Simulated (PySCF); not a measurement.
# Which enantiomer?

Method used: TDDFT B3LYP/def2-SVPD circular dichroism and optical rotation, one conformer, gas phase (PySCF). Geometry: GFN2-xTB.

States above about 6.9 eV (minus the energy of the highest occupied orbital) lie near or above the ionisation threshold and depend on the basis. Singlets 4 and 5 lie within 0.01 eV of each other, so their separate moments and overlaps can depend on how they mix.

Values for one enantiomer of C$_{3}$H$_{5}$F$_{3}$SSi, R in 10⁻⁴⁰ esu² cm² (velocity form):
| λ (nm) | f | R |
| --- | --- | --- |
| 271 | 0.002 | -12.3 |
| 210 | 0.009 | -4.0 |
| 205 | 0.021 | -3.0 |
| 186 | 0.017 | -10.8 |
| 186 | 0.039 | +10.5 |
| 177 | 0.0005 | +5.0 |
| 173 | 0.027 | +12.9 |
| 165 | 0.015 | -12.8 |
| 160 | 0.087 | +4.9 |
| 156 | 0.007 | +0.4 |
| 154 | 0.038 | +24.8 |
| 153 | 0.046 | +8.1 |

[α] at 589.3 nm: -43 deg dm⁻¹ (g/mL)⁻¹ (origin-invariant length gauge).

Question: Which structure gives these signs?
A. C[C@@H]1S[C@H]1[Si](F)(F)F
B. C[C@H]1S[C@@H]1[Si](F)(F)F

Answer: B. Its CIP labels in SMILES order are R, S; the other enantiomer gives every sign reversed.

The signs above follow by mirror symmetry from the run on the other enantiomer. Geometry of C[C@@H]1S[C@H]1[Si](F)(F)F as run:
```xyz
13

C     2.087    0.011    0.204
C     0.689   -0.541    0.197
S     0.143   -1.455   -1.258
C    -0.373    0.160   -0.584
Si   -2.123    0.305    0.047
F    -2.365    1.669    0.822
F    -3.229    0.260   -1.082
F    -2.509   -0.831    1.080
H     2.801   -0.768    0.459
H     2.163    0.806    0.945
H     2.344    0.413   -0.774
H     0.384   -1.007    1.129
H    -0.017    0.979   -1.203
```
